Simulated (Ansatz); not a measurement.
Input for Ansatz (a program for electronic structure): U-r2SCAN/cc-pVTZ on BrGeH3 (SMILES [GeH3][Br]), a point of a bond scan (R = 2.565 Å).

Ansatz 0.2 input:
```yaml
crystal:
  periodic: [false, false, false]
  atoms:
    - {symbol: Ge, position_ang: [-1.14560058, 0.04679150, 0.00463248]}
    - {symbol: Br, position_ang: [1.41722673, -0.05788594, -0.00573086]}
    - {symbol: H, position_ang: [-1.53993749, 1.48382174, -0.35409628]}
    - {symbol: H, position_ang: [-1.60695799, -0.33231658, 1.41625220]}
    - {symbol: H, position_ang: [-1.64237120, -0.95588990, -1.04278950]}
basis:
  gaussian:
    orbitals: cc-pVTZ
hamiltonian:
  xc: {name: r2SCAN}
magnetization: {spin_polarized: true, initial_magnetization: 0}
```

The head of its log:

```
WARN ansatz: RAYON_NUM_THREADS=1 ignored (pool sized by the plan → 1); use --threads N
Functional definition: r2SCAN
integrals: 0.06 GiB planned
911 factors; their error is unknown
mean field: 0.53 GiB planned
mean field evaluation 1: about -126615.1720 eV, gradient 1.3e1 eV
mean field evaluation 2: about -126615.3410 eV, gradient 1.2e1 eV
```

**Question.** Predict the final total energy.

**Answer.** -4653.0399 hartree.
